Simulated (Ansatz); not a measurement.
Here is a job for Ansatz (an electronic-structure program).
Ansatz 0.2 input:
```yaml
crystal:
  periodic: [false, false, false]
  atoms:
    - {symbol: F, position_ang: [-1.22261386, -0.51635383, -0.00299560]}
    - {symbol: S, position_ang: [-0.00426607, 0.57046599, -0.00656447]}
    - {symbol: F, position_ang: [1.23019799, -0.49780793, 0.01466578]}
basis:
  gaussian:
    orbitals: cc-pV_T+d_Z.json
hamiltonian:
  xc: b3lyp
```
The basis file holds cc-pV(T+d)Z in the JSON format of the Basis Set Exchange.

Problem. What total energy does B3LYP/cc-pV(T+d)Z (Ansatz) give?

Solution. -597.9387 Eh

Problem. What number of basis functions does B3LYP/cc-pV(T+d)Z give?

Solution. 99
